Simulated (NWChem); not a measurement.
System: CH$_{7}$NSi$_{2}$; SMILES C1[SiH2][SiH2]N1

The following NWChem deck was run.

```
start job
memory heap 200 mb stack 900 mb global 1100 mb
geometry units angstroms noautoz
  C      1.317260     0.679938     0.000000
  N      1.115934    -0.767561     0.000000
  Si    -0.584759    -1.150838     0.000000
  Si    -0.545864     1.184305     0.000000
  H      1.857833     1.052004     0.891398
  H      1.857833     1.052004    -0.891398
  H      1.929998    -1.372190     0.000000
  H     -1.091594    -1.898874    -1.198692
  H     -1.091594    -1.898874     1.198692
  H     -0.990344     1.935805    -1.214014
  H     -0.990344     1.935805     1.214014
end
basis spherical
  * library sto-3g
end
dft
  xc hfexch
  iterations 150
  mulliken
end
task dft energy
```

Parts of the log:

```
             Northwest Computational Chemistry Package (NWChem) 7.3.0
             --------------------------------------------------------

 CS  symmetry detected

                             Geometry "geometry" -> ""
                             -------------------------

 Output coordinates in angstroms (scale by  1.889725989 to convert to a.u.)

  No.       Tag          Charge          X              Y              Z
 ---- ---------------- ---------- -------------- -------------- --------------
    1 C                    6.0000     1.26860381     0.71721288     0.00000000
    2 N                    7.0000     1.10909897    -0.73548933     0.00000000
    3 Si                  14.0000    -0.57983542    -1.16764505     0.00000000
    4 Si                  14.0000    -0.60828852     1.16764852     0.00000000
    5 H                    1.0000     1.79822383     1.10471116     0.89139800
    6 H                    1.0000     1.79822383     1.10471116    -0.89139800
    7 H                    1.0000     1.94025847    -1.31639406     0.00000000
    8 H                    1.0000    -1.06489068    -1.92998420    -1.19869200
    9 H                    1.0000    -1.06489068    -1.92998420     1.19869200
   10 H                    1.0000    -1.07425260     1.90601984    -1.21401400
   11 H                    1.0000    -1.07425260     1.90601984     1.21401400

 Effective nuclear repulsion energy (a.u.)     219.4918512533

      Symmetry information
      --------------------

 Group name             Cs
 Group number              2
 Group order               2
 No. of unique centers     8

  xc_inp: hfexch multiplicative factor not found.

                                 NWChem DFT Module
                                 -----------------

 Summary of "ao basis" -> "ao basis" (spherical)
 ------------------------------------------------------------------------------
       Tag                 Description            Shells   Functions and Types
 ---------------- ------------------------------  ------  ---------------------
 C                           sto-3g                  3        5   2s1p
 N                           sto-3g                  3        5   2s1p
 Si                          sto-3g                  5        9   3s2p
 H                           sto-3g                  1        1   1s

      Symmetry analysis of basis
      --------------------------

        a'         26
        a"          9

            General Information
            -------------------
          SCF calculation type: DFT
          Wavefunction type:  closed shell.
          No. of atoms     :    11
          No. of electrons :    48
           Alpha electrons :    24
            Beta electrons :    24
          Charge           :     0
          Spin multiplicity:     1
          Use of symmetry is: on ; symmetry adaption is: on
          Maximum number of iterations: 150
          AO basis - number of functions:    35
                     number of shells:    23
          Convergence on energy requested:  1.00D-06
          Convergence on density requested:  1.00D-05
          Convergence on gradient requested:  5.00D-04

              XC Information
              --------------
                     Hartree-Fock (Exact) Exchange  1.000

      Superposition of Atomic Density Guess
      -------------------------------------

 Sum of atomic energies:        -664.96244762

      Non-variational initial energy
      ------------------------------

 Total energy =    -665.158409
 1-e energy   =   -1366.537332
 2-e energy   =     481.887073
 HOMO         =      -0.080769
 LUMO         =       0.353527

      Symmetry analysis of molecular orbitals - initial
      -------------------------------------------------

  Numbering of irreducible representations:

     1 a'          2 a"

  Orbital symmetries:

     1 a'          2 a'          3 a'          4 a'          5 a'
     6 a'          7 a'          8 a'          9 a"         10 a"
    11 a'         12 a'         13 a'         14 a'         15 a'
    16 a'         17 a'         18 a"         19 a'         20 a"
    21 a"         22 a'         23 a"         24 a'         25 a'
    26 a'         27 a'         28 a"         29 a'         30 a"
    31 a'         32 a'         33 a'         34 a"

     ---------------------------------------------
      Total Density - Mulliken Population Analysis
     ---------------------------------------------

    Atom       Charge   Shell Charges
 -----------   ------   -------------------------------------------------------
    1 C    6     6.05   1.99  1.32  2.75
    2 N    7     7.87   2.00  1.60  4.27
    3 Si  14    13.14   2.00  1.99  5.88  1.31  1.97
    4 Si  14    13.39   2.00  1.99  5.88  1.36  2.16
    5 H    1     0.99   0.99
    6 H    1     0.99   0.99
    7 H    1     0.76   0.76
    8 H    1     1.21   1.21
    9 H    1     1.21   1.21
   10 H    1     1.19   1.19
   11 H    1     1.19   1.19

   convergence    iter        energy       DeltaE   RMS-Dens  Diis-err
 ---------------- ----- ----------------- --------- --------- ---------
 d= 0,ls=0.0,diis     1   -666.3758387673 -8.86D+02  1.73D-02  2.04D-01
 d= 0,ls=0.0,diis     2   -666.4145436569 -3.87D-02  4.45D-03  1.53D-02
 d= 0,ls=0.0,diis     3   -666.4175224185 -2.98D-03  1.64D-03  9.46D-04
 d= 0,ls=0.0,diis     4   -666.4177902819 -2.68D-04  1.54D-04  8.35D-06
 d= 0,ls=0.0,diis     5   -666.4177931435 -2.86D-06  5.12D-05  6.25D-07
 d= 0,ls=0.0,diis     6   -666.4177933884 -2.45D-07  5.56D-06  1.01D-08

         Total DFT energy =     -666.417793388415
      One electron energy =    -1363.362782851878
           Coulomb energy =      532.782474711517
    Exchange-Corr. energy =      -55.329336501390
 Nuclear repulsion energy =      219.491851253337

 Numeric. integr. density =        0.000000000000

                  Occupations of the irreducible representations
                  ----------------------------------------------

                     irrep           alpha         beta
                     --------     --------     --------
                     a'               18.0         18.0
                     a"                6.0          6.0

                       DFT Final Molecular Orbital Analysis
                       ------------------------------------

 Vector   22  Occ=2.000000D+00  E=-3.462104D-01  Symmetry=a'
              MO Center=  4.3D-01,  5.4D-01, -1.4D-16, r^2= 3.0D+00
   Bfn.  Coefficient  Atom+Function         Bfn.  Coefficient  Atom+Function
  ----- ------------  ---------------      ----- ------------  ---------------
     3      0.459599   1 C  px               26     -0.340997   4 Si px
     8     -0.309823   2 N  px               31     -0.288080   7 H  s
    34      0.240760  10 H  s                35      0.240760  11 H  s
    27      0.239551   4 Si py               17      0.193040   3 Si px
     7      0.190866   2 N  s                25     -0.184755   4 Si s

 Vector   23  Occ=2.000000D+00  E=-2.861308D-01  Symmetry=a'
              MO Center= -4.6D-01,  7.2D-02,  1.5D-17, r^2= 2.8D+00
   Bfn.  Coefficient  Atom+Function         Bfn.  Coefficient  Atom+Function
  ----- ------------  ---------------      ----- ------------  ---------------
    18      0.480974   3 Si py               27     -0.440277   4 Si py
     3      0.316926   1 C  px               26     -0.289761   4 Si px
    16      0.232520   3 Si s                32     -0.185719   8 H  s
    33     -0.185719   9 H  s                14     -0.181365   3 Si py
    23      0.166573   4 Si py                2     -0.150796   1 C  s

 Vector   24  Occ=2.000000D+00  E=-2.550736D-01  Symmetry=a"
              MO Center=  9.6D-01, -6.4D-01,  7.4D-17, r^2= 1.9D+00
   Bfn.  Coefficient  Atom+Function         Bfn.  Coefficient  Atom+Function
  ----- ------------  ---------------      ----- ------------  ---------------
    10      0.906916   2 N  pz               29     -0.234479   5 H  s
    30      0.234479   6 H  s                32      0.234177   8 H  s
    33     -0.234177   9 H  s                 5     -0.125464   1 C  pz

 Vector   25  Occ=0.000000D+00  E= 3.495981D-01  Symmetry=a'
              MO Center= -9.1D-01, -3.6D-02, -4.2D-17, r^2= 2.4D+00
   Bfn.  Coefficient  Atom+Function         Bfn.  Coefficient  Atom+Function
  ----- ------------  ---------------      ----- ------------  ---------------
    25     -0.608816   4 Si s                18      0.578573   3 Si py
    27      0.568619   4 Si py               16      0.559925   3 Si s
    17     -0.513545   3 Si px               26      0.443412   4 Si px
    34      0.231220  10 H  s                35      0.231220  11 H  s
    32     -0.211526   8 H  s                33     -0.211526   9 H  s

 Vector   26  Occ=0.000000D+00  E= 4.519727D-01  Symmetry=a'
              MO Center=  1.6D-01, -1.1D-01,  4.0D-16, r^2= 3.2D+00
   Bfn.  Coefficient  Atom+Function         Bfn.  Coefficient  Atom+Function
  ----- ------------  ---------------      ----- ------------  ---------------
    16     -0.618383   3 Si s                 7      0.612380   2 N  s
    26     -0.606637   4 Si px               17     -0.532883   3 Si px
     3     -0.483693   1 C  px               25     -0.407515   4 Si s
     4      0.386912   1 C  py                8     -0.296945   2 N  px
    32      0.265327   8 H  s                33      0.265327   9 H  s

 Vector   27  Occ=0.000000D+00  E= 4.846991D-01  Symmetry=a"
              MO Center= -6.5D-01,  2.2D-01,  1.6D-15, r^2= 3.8D+00
   Bfn.  Coefficient  Atom+Function         Bfn.  Coefficient  Atom+Function
  ----- ------------  ---------------      ----- ------------  ---------------
    28      0.802128   4 Si pz               19      0.682617   3 Si pz
    34      0.524708  10 H  s                35     -0.524708  11 H  s
    32      0.441311   8 H  s                33     -0.441311   9 H  s
    24     -0.230276   4 Si pz               10     -0.206030   2 N  pz
    15     -0.195938   3 Si pz               29     -0.138682   5 H  s

     ---------------------------------------------
      Total Density - Mulliken Population Analysis
     ---------------------------------------------

    Atom       Charge   Shell Charges
 -----------   ------   -------------------------------------------------------
    1 C    6     6.17   1.99  1.22  2.96
    2 N    7     7.55   2.00  1.49  4.06
    3 Si  14    13.34   2.00  1.99  5.89  1.23  2.23
    4 Si  14    13.48   2.00  1.99  5.89  1.27  2.34
    5 H    1     0.98   0.98
    6 H    1     0.98   0.98
    7 H    1     0.86   0.86
    8 H    1     1.17   1.17
    9 H    1     1.17   1.17
   10 H    1     1.15   1.15
   11 H    1     1.15   1.15

     -------------------------------------------
      Total Density - Lowdin Population Analysis
     -------------------------------------------

    Atom       Charge   Shell Charges
 -----------   ------   -------------------------------------------------------
    1 C    6     6.12   1.99  1.08  3.06
    2 N    7     7.42   1.99  1.32  4.11
    3 Si  14    13.39   2.00  1.98  5.84  1.16  2.41
    4 Si  14    13.50   2.00  1.98  5.84  1.19  2.49
    5 H    1     1.00   1.00
    6 H    1     1.00   1.00
    7 H    1     0.92   0.92
    8 H    1     1.17   1.17
    9 H    1     1.17   1.17
   10 H    1     1.15   1.15
   11 H    1     1.15   1.15

     Multipole analysis of the density
     ---------------------------------

     L   x y z        total         alpha         beta         nuclear
     -   - - -        -----         -----         ----         -------
     0   0 0 0     -0.000000    -24.000000    -24.000000     48.000000

     1   1 0 0     -0.313724     -0.156862     -0.156862      0.000000
     1   0 1 0     -0.001230     -0.000615     -0.000615      0.000000
     1   0 0 1      0.000000      0.000000      0.000000      0.000000

     2   2 0 0    -27.115603    -90.267506    -90.267506    153.419410
     2   1 1 0     -0.520629     -1.542558     -1.542558      2.564487
     2   1 0 1      0.000000      0.000000      0.000000      0.000000
     2   0 2 0    -27.559563   -127.941919   -127.941919    228.324276
     2   0 1 1      0.000000      0.000000      0.000000      0.000000
     2   0 0 2    -28.853810    -27.658708    -27.658708     26.463607
```

Level: Hartree-Fock/STO-3G. The geometry was optimised at PBE0/def2-SVP.
